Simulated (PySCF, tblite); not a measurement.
Compound: C3H4F2O2Si.
SMILES with atom numbers: `[CH2:1]=[C:2]1[O:3][SiH2:4][C:5]([F:6])([F:7])[O:8]1` (hydrogens: H9, H10 on C1; H11, H12 on Si4)

Geometry (GFN2-xTB, Å), atoms numbered from 1 in this order:
```
atom  x, y, z in Å
C1     2.2996   -0.1730   -0.2408
C2     0.9877   -0.1019   -0.1125
O3     0.1615   -1.1537   -0.3487
Si4   -1.4384   -0.8747   -0.1358
C5    -1.0077    0.9551    0.3556
F6    -1.4004    1.3098    1.6126
F7    -1.5677    1.9032   -0.4492
O8     0.3564    1.0525    0.2728
H9     2.7629   -1.0901   -0.5438
H10    2.9096    0.6851   -0.0430
H11   -1.9308   -1.6054    1.0168
H12   -2.1315   -0.9075   -1.4099
```

Jobs on this species (12 atoms, 70 electrons) with PySCF (density fitting) and tblite. Hardware of each: Arm Neoverse N1, one thread, on a shared host. Times come from a shared host and carry two figures at best.

| level and settings | work | basis functions | SCF cycles | wall time |
| --- | --- | --- | --- | --- |
| PBE0/pcSseg-1 | shieldings, ring-centre shieldings, charges and field gradients | 163 | ? | ? |
| wB97X-D/def2-SVPD | 8 singlets by full TDDFT, 3 Tamm–Dancoff triplets, polarisability | 208 | 14 | 73 s |
| GFN2-xTB | Hessian by finite differences | – | – | 0.57 s |

Q: Fill in the missing figures.

A: 
- PBE0/pcSseg-1; shieldings, ring-centre shieldings, charges and field gradients: 37 s, 14 SCF cycles

Q: What do all jobs in the table cost together?

A: About 1.8 min; the longest takes about 66 % of that, and about 130 times as long as the shortest.
